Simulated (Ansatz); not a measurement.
Total energies of `[F][SnH2][C](F)(F)F`.

Z-matrix (Å, degrees):
```
Sn
C 1 2.202
F 1 1.917 2 103.3
H 1 1.697 2 111.1 3 -113.5
H 1 1.697 2 111.1 3 113.5
F 2 1.347 1 110.2 3 179.6
F 2 1.339 1 112.4 3 -61.1
F 2 1.338 1 112.4 3 60.2
```

Total charge 0; spin multiplicity 1. Correlated methods include outer-core shells of Sn, which these sets cover unevenly. Sn takes the def2 core potential. Geometry: relaxed with PBE0-D4/def2-TZVP. Basis def2-TZVPP, Ansatz 0.2.0.

RPA on PBE orbitals: Hartree–Fock energy of these orbitals -650.24423 Eh, correlation -2.19629 Eh (frozen core).

| functional | energy without D4 (Eh) | D4 term (kJ/mol) |
| --- | --- | --- |
| B3LYP | -653.26011 | -25.0 |
| r2SCANh | -653.05029 | -3.9 |

(1) Give the same for LDA (SPW92), PBE, revPBE, BLYP, r2SCAN, B97M-V, PBE0, r2SCAN0, HSE06 (plane-wave form), BHLYP, CAM-B3LYP, LC-ωPBE, ωB97X-V, ωB97M-V, B2PLYP, PBE-QIDH. (An estimate is asked.)

B3LYP takes the VWN-RPA correlation (the form of Gaussian; ORCA's B3LYP/G). HSE06 is the plane-wave form, built on full-range PBE exchange. The double hybrids freeze the cores in their second-order part.

Answers

(1) Computed: 
```tsv
functional	energy without D4 (Eh)	D4 term (kJ/mol)
LDA (SPW92)	-649.97339	–
PBE	-652.76439	-15.4
revPBE	-653.08480	-45.3
BLYP	-653.09248	-33.8
r2SCAN	-653.08775	-3.7
B97M-V	-653.04833	–
PBE0	-652.76904	-13.0
r2SCAN0	-652.99624	-4.4
HSE06 (plane-wave form)	-652.74966	-12.2
BHLYP	-652.94461	-19.9
CAM-B3LYP	-653.06830	-13.3
LC-ωPBE	-652.98778	–
ωB97X-V	-653.02761	–
ωB97M-V	-653.03294	–
B2PLYP	-652.73511	–
PBE-QIDH	-652.51824	–
```

LC-ωPBE has ω = 0.4 bohr⁻¹.
